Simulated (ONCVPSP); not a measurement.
# iodine (I), ONCV: configuration errors across variants

```json
{"Element": "I (Z = 53)", "Generator": "ONCVPSP 4.0.1", "Type": "optimised norm-conserving Vanderbilt (ONCV)", "Functional": "PBE", "Relativity": "scalar-relativistic", "Frozen core": "[Ar] 3d10", "Valence charge": "25", "Reference configuration": "4s2 4p6 4d10 5s2 5p5", "Partial waves": "4s+5s: rc 1.00 bohr, ncon 4, nbas 9, qcut 11.3 1/bohr, 3 projectors, debl 3.5 Ha; 4p+5p: rc 1.55 bohr, ncon 3, nbas 6, qcut 9.1 1/bohr, 2 projectors; 4d: rc 1.05 bohr, ncon 3, nbas 8, qcut 12 1/bohr, 2 projectors, debl 2.7 Ha", "Local potential": "polynomial inside 0.65 bohr (lpopt 5, dvloc0 1 Ha)", "Core correction": "polynomial model core, fcfact 0.15"}
```

All-electron excitation energies from the reference (eV): (1) 4s2 4p6 4d10 5s2 5p4 11.131; (2) 4s2 4p6 4d10 5s2 5p3 30.978; (3) 4s2 4p6 4d10 5s2 5p2 60.307; (4) 4s2 4p5 4d10 5s2 5p5 136.399.

Errors AE − PS in meV (a dash: test not solved or not reliable):

```csv
change,(1),(2),(3),(4),bound ghosts,GHOST(+) flags above zero
base,-2.8,-8.5,-18,-148,none,s
p: qcut 5.8,-3.3,-9.8,-20,+258,none,"s, p"
p: qcut 6.3,-3.2,-9.3,-19,+156,none,"s, p"
p: qcut 7.6,-2.9,-8.8,-19,-36,none,"s, p"
p: qcut 9.5,-2.9,-8.5,-18,-166,none,s
p: qcut 10.4,-2.9,-8.5,-18,-176,none,s
p: qcut 11.6,-2.9,-8.6,-18,-184,none,s
p: qcut 12.8,-2.9,-8.6,-18,-186,none,s
p: qcut 13.5,-2.9,-8.6,-18,-186,none,s
```

**Question.** Give the same row for: p: qcut 8.4.

**Answer.** -2.8, -8.5, -18, -104; bound ghosts: none; GHOST(+) flags above zero: s.
